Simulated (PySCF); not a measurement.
An equivalent PySCF input for Ar²⁺ (argon, charge +2), [Ne] 3s2 3p4, high-spin 3P determinant, with the non-relativistic Hamiltonian (point nucleus):

```python
from pyscf import gto, scf, dft, mp, cc
import basis_set_exchange as bse
mol = gto.M(atom="Ar 0 0 0", charge=2, spin=2, symmetry="D2h",
            basis=gto.basis.parse(bse.get_basis("aug-cc-pwCVQZ", elements=["Ar"], fmt="nwchem")))
mf = dft.UKS(mol, xc="LDA,VWN")
mf.irrep_nelec = {'Ag': (3, 3), 'B1u': (2, 1), 'B2u': (2, 2), 'B3u': (2, 1)}
mf.kernel()
```

It reaches the same state as the run whose output follows, with an energy that differs only through the grid. The run itself started from symmetry-adapted Hartree-Fock orbitals and held the occupation by maximum overlap, on a logarithmic radial grid, so the iterations belong to that start.

```
SCF conv_tol = 1e-09
number electrons alpha = 9  beta = 7
XC functionals = LDA,VWN
    P. A. M. Dirac.,  Math. Proc. Cambridge Philos. Soc. 26, 376 (1930)
    F. Bloch.,  Z. Phys. 57, 545 (1929)
    S. H. Vosko, L. Wilk, and M. Nusair.,  Can. J. Phys. 58, 1200 (1980)
cycle= 1 E= -524.335062786016  delta_E= -0.0205  |g|= 0.0467  |ddm|= 1.01
cycle= 2 E= -524.335212562934  delta_E= -0.00015  |g|= 0.0107  |ddm|= 0.0631
cycle= 3 E= -524.33521921301  delta_E= -6.65e-06  |g|= 0.000579  |ddm|= 0.0104
cycle= 4 E= -524.335219241601  delta_E= -2.86e-08  |g|= 0.000149  |ddm|= 0.00135
cycle= 5 E= -524.335219245458  delta_E= -3.86e-09  |g|= 1.78e-05  |ddm|= 0.000471
cycle= 6 E= -524.335219245528  delta_E= -6.99e-11  |g|= 1.82e-06  |ddm|= 5.6e-05
converged SCF energy = -524.335219245528  <S^2> = 2.0015965  2S+1 = 3.0010641
```
